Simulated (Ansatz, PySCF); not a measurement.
C4H5BO, SMILES C#CB1COC1. Atoms are numbered in the order given.

```xyz
11

C      0.0000     0.0000     2.8795
C      0.0000     0.0000     1.6600
B      0.0000     0.0000     0.1535
C      0.0000    -1.0571    -1.0180
O      0.0000     0.0000    -1.9857
C      0.0000     1.0571    -1.0180
H      0.0000     0.0000     3.9554
H     -0.8916    -1.7093    -1.0979
H      0.8916    -1.7093    -1.0979
H      0.8916     1.7093    -1.0979
H     -0.8916     1.7093    -1.0979
```
Charge 0, spin multiplicity 1.

Geometry optimised at PBE0-D3(BJ)/def2-SVP. This is a generated structure with no PubChem entry under its InChIKey; it may be hypothetical.

Two levels are set side by side: PBE-D3(BJ)/def2-SVP (Ansatz, a first-principles code) and PBE0-D3(BJ)/def2-SVP (Ansatz). Each level has its own optimised geometry; the coordinates shown are those of the second. Frequencies come from the Hessian of PySCF at each geometry. Differences are taken from unrounded values.

```csv
quantity,PBE0-D3(BJ)
mean bond length (Å),1.296
bond C1–C2 (Å),1.220
bond C2–B3 (Å),1.506
bond B3–C4 (Å),1.578
bond B3–C6 (Å),1.578
bond C4–O5 (Å),1.433
bond O5–C6 (Å),1.433
bond C1–H7 (Å),1.076
bond C4–H8 (Å),1.108
bond C4–H9 (Å),1.108
bond C6–H10 (Å),1.108
bond C6–H11 (Å),1.108
highest harmonic wavenumber (cm⁻¹),3475
mean harmonic wavenumber (cm⁻¹),1307
zero-point energy (kcal/mol),50.46
```

### Question
What does PBE-D3(BJ) give, and how far is it from PBE0-D3(BJ)? (An estimate is asked for; the answer gives what the named calculation found.)

### Answer

```
quantity                            PBE-D3(BJ)  PBE-D3(BJ) minus PBE0-D3(BJ)
----------------------------------  ----------  ----------------------------
mean bond length (Å)                     1.305                         0.009
bond C1–C2 (Å)                           1.233                         0.013
bond C2–B3 (Å)                           1.505                        -0.002
bond B3–C4 (Å)                           1.584                         0.006
bond B3–C6 (Å)                           1.584                         0.006
bond C4–O5 (Å)                           1.450                         0.017
bond O5–C6 (Å)                           1.450                         0.017
bond C1–H7 (Å)                           1.082                         0.007
bond C4–H8 (Å)                           1.117                         0.010
bond C4–H9 (Å)                           1.117                         0.010
bond C6–H10 (Å)                          1.117                         0.010
bond C6–H11 (Å)                          1.117                         0.010
highest harmonic wavenumber (cm⁻¹)        3391                           -83
mean harmonic wavenumber (cm⁻¹)           1255                           -53
zero-point energy (kcal/mol)             48.42                         -2.04
```

GGA bonds tend to be longer and softer than those of functionals with exact exchange. Differences between two approximate levels are no errors against the true value.
